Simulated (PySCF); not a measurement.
F₄H₂SSi₂, SMILES F[SiH2]S[Si](F)(F)F.

Coordinates come from a B3LYP-D3(BJ)/def2-SVP optimisation. The structure was generated by enumeration, and PubChem lists no compound with its InChIKey, so it may never have been made. Other conformers were not sampled.

Method: M06-2X/def2-TZVP in PySCF.

The molecule is in vacuum.

```yaml
total_energy: -1378.11762 hartree
highest_occupied_level: -9.97 eV
lowest_empty_level: 0.20 eV
orbital_gap: 10.17 eV
dipole_moment: 2.48 D
quadrupole, principal values (traceless, Buckingham form, about the centre of nuclear charge): -6.82, 0.35, 6.47 D·Å
mean_static_polarisability: 61.7 bohr³ (9.14 Å³)
polarisability_principal_values: 50.9, 59.3, 74.8 bohr³
```
